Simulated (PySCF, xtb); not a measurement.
borazine (B3H6N3), SMILES B1NBNBN1.

GFN2-xTB in xtb 6.7.1 at its own geometry gives an orbital gap of 6.02 eV and a dipole moment of 0.00 D.

The structure is a stationary point at B3LYP-D3(BJ)/def2-SVP.

Problem. What does PBE/def2-TZVP run with PySCF give? (The exact figures need the calculation; the answer reports its results.)

Solution. gap 6.24 eV (levels -6.90 and -0.65 eV), dipole 0.00 D.
